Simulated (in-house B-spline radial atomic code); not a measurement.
Ga⁸⁺. Computed with a B-spline radial atomic code. Model: all-electron spherical atom, spin shells full or empty, radial basis limit, no spin-orbit coupling, Breit or QED, empty-state partial waves extrapolated as (l+1/2)^-4, RPA, G0W0 and static COHSEX of the highest shell as one setting changes (uncorrelated shells keep exact exchange).

Given: element Ga; charge 8; filled core Ar; hamiltonian one-electron scalar X2C; mean-field start r2SCAN; highest l of empty states 9; nuclear rms radius 3.9973 fm; highest mean-field shell 3d up.

Shell: 3d 5 0 (electrons up and down).

```
natural log step of frequency grid  RPA correlation energy (hartree)  G0W0 level (eV)  G0W0 minus most complete (meV)  RPA minus most complete (millihartree)  linearised minus solved G0W0 (meV)
                              0.25                           -1.6018          -211.78                               0                                       0                               -25.7
                               0.4                           -1.6018          -211.78                             0.1                                       0                               -25.7
                               0.6                           -1.6018          -211.78                             0.1                                       0                               -25.6
                               0.9                                 ?                ?                               ?                                       ?                                   ?
                               1.3                                 ?                ?                               ?                                       ?                                   ?
                               1.8                           -1.6043          -211.79                            -2.8                                    -2.5                               -24.8
                               2.5                           -1.5709           -211.7                            87.1                                    30.9                               -21.2
                               3.5                            -1.617          -212.37                          -588.1                                   -15.2                               -37.6
```

**Question.** What follows for natural log step of frequency grid = 1.3?

**Answer.** RPA correlation energy -1.6022 hartree; G0W0 level -211.79 eV; G0W0 minus most complete -4.3 meV; RPA minus most complete -0.4 millihartree; linearised minus solved G0W0 -26.4 meV.

**Question.** What follows for natural log step of frequency grid = 0.9?

**Answer.** RPA correlation energy -1.6018 hartree; G0W0 level -211.78 eV; G0W0 minus most complete -0.1 meV; RPA minus most complete 0 millihartree; linearised minus solved G0W0 -25.6 meV.
